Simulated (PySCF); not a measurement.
C4H9FSi, SMILES CC1(F)C[SiH2]C1. Atoms are numbered in the order given.

```xyz
15

C      1.3209    -1.3133     0.0000
C     -0.0663    -0.7042     0.0000
F     -0.9768    -1.7492     0.0000
C     -0.2974     0.2562    -1.1882
Si     0.0942     1.6824     0.0000
C     -0.2974     0.2562     1.1882
H      1.4546    -1.9399    -0.8939
H      1.4546    -1.9399     0.8939
H      2.0996    -0.5357     0.0000
H     -1.3737     0.2695    -1.4240
H      0.2681     0.0426    -2.1052
H      1.5181     2.1333     0.0000
H     -0.8013     2.8768     0.0000
H      0.2681     0.0426     2.1052
H     -1.3737     0.2695     1.4240
```
Charge 0, spin multiplicity 1.

Coordinates come from a PBE0-D3(BJ)/def2-SVP optimisation. The structure was generated by enumeration, and PubChem lists no compound with its InChIKey, so it may never have been made.

Method: TDA-PBE/def2-SVPD in PySCF 2.14.0.

Vertical excitations. Gas-phase values at a fixed geometry. State labels are in the subgroup Cs.

Q: Give excitation energies, oscillator strengths and character. (Estimate from the structure and the level; the computed values follow.)

A: 
| state | symmetry | energy (eV) | λ (nm) | f | main pairs |
|---|---|---|---|---|---|
| S1 | A" | 6.70 | 185 | 0.009 | HOMO→LUMO 97 % |
| S2 | A' | 6.98 | 178 | 0.009 | HOMO→LUMO+1 92 % |
| S3 | A" | 7.01 | 177 | 0.001 | HOMO−1→LUMO+1 99 % |
| S4 | A' | 7.07 | 175 | 0.074 | HOMO−1→LUMO 69 %, HOMO−2→LUMO 11 % |
| S5 | A' | 7.30 | 170 | 0.003 | HOMO−2→LUMO 87 % |
| S6 | A" | 7.51 | 165 | 0.001 | HOMO−1→LUMO+2 79 %, HOMO−2→LUMO+1 13 % |
| S7 | A" | 7.52 | 165 | 0.046 | HOMO−2→LUMO+1 86 % |
| S8 | A' | 7.55 | 164 | 0.183 | HOMO→LUMO+2 81 % |
| S9 | A' | 7.63 | 163 | 0.005 | HOMO→LUMO+3 92 % |
| S10 | A" | 7.65 | 162 | 0.027 | HOMO−1→LUMO+3 93 % |
| T1 | A' | 6.23 | 199 | 0 | HOMO−1→LUMO 97 % |
| T2 | A" | 6.41 | 194 | 0 | HOMO→LUMO 98 % |
| T3 | A' | 6.83 | 181 | 0 | HOMO→LUMO+1 99 % |
| T4 | A" | 6.88 | 180 | 0 | HOMO−1→LUMO+1 99 % |
Triplets are in the Tamm–Dancoff approximation.
